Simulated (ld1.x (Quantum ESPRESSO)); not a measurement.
**Before and after: ultrasoft potential for B (Z = 5)**

* Element: B
* Generator: ld1.x (Quantum ESPRESSO) 7.5
* Type: ultrasoft
* Functional: LDA (PZ)
* Relativity: non-relativistic
* Frozen core: [He]
* Valence charge: 3
* Reference configuration: 2s1.75 2p1.25
* Partial waves: 2s (bound): rcut 1.45, rcutus 1.75 bohr; 2s channel at -0.4 Ry: rcut 1.45, rcutus 1.75 bohr; 2p (bound): rcut 1.95, rcutus 2.45 bohr; 2p channel at 1.85 Ry: rcut 1.95, rcutus 2.45 bohr; 3d channel at -0.05 Ry: rcut 1.90, rcutus 2.10 bohr; 3d channel at 2 Ry: rcut 1.90, rcutus 2.10 bohr
* Local potential: all-electron potential smoothed inside 2.00 bohr (lloc = -2)
* Core correction: none
* Augmentation charge: PSQ, inside the norm-conserving radii

Change: core correction a·sin(br)/r model core inside 0.70 bohr.

Cutoffs: the cutoffs (Ry, on a coarse ladder) from which the occupation-weighted sum of valence levels, in a spherical-Bessel basis at the reference potential, stays within 10 and 1 mRy of its value at 400 Ry; they do not see the model core or the augmentation charge, which bear on the density cutoff. Errors are all-electron minus pseudo energies relative to the spin-unpolarised reference configuration.

Predict the effect on cutoff, ghosts and configuration errors.

Both files are so soft that the ladder of cutoffs tells neither apart; of the 9 tests that both files solve, the error grows in 0 and shrinks in 7 by more than 15 % and 0.3 meV (median size 9.8 → 5.7 meV); neither file shows a bound ghost. Exchange and correlation are not linear in the density, so unscreening with the valence charge alone errs where core and valence overlap; a model core restores that term. A model core, the more so a compact one, raises the density cutoff, which this test does not measure.

| quantity | base | changed |
| --- | --- | --- |
| cutoff, loose | 8 Ry | 8 Ry |
| cutoff, tight | 12 Ry | 12 Ry |
| bound ghosts | none | none |
| error for 2s2 2p1, meV [ΔE -1.42 eV] | 0.0 | 0.0 |
| error for 2s2 2p0, meV [ΔE 6.91 eV] | +36 | +27 |
| error for 2s1 2p0, meV [ΔE 32.21 eV] | +165 | +93 |
| error for 2s2 2p0.5, meV [ΔE 1.53 eV] | +6.7 | +5.7 |
| error for 2s1 2p2, meV [ΔE 4.26 eV] | +0.7 | +0.2 |
| error for 2s0 2p3, meV [ΔE 9.97 eV] | +4.9 | +1.9 |
| error for 2s1 2p1, meV [ΔE 12.86 eV] | +9.8 | +7.6 |
| error for 2s1.75 2p1.25 (spin-polarised), meV [ΔE -0.56 eV] | +52 | +12 |
| error for 2s2 2p1 (spin-polarised), meV [ΔE -1.65 eV] | +21 | +4.3 |
| s: phases at 2.64 bohr within 0.05 rad from the reference energy up to (Ry; the scan ends near 5) | to the end of the scan | to the end of the scan |
| p: phases at 2.64 bohr within 0.05 rad from the reference energy up to (Ry; the scan ends near 5) | to the end of the scan | to the end of the scan |
| d: phases at 2.64 bohr within 0.05 rad from the reference energy up to (Ry; the scan ends near 5) | to the end of the scan | to the end of the scan |
| lowest overlap eigenvalue by channel | s 0.58, p 0.32, d 0.98 | s 0.58, p 0.32, d 0.98 |
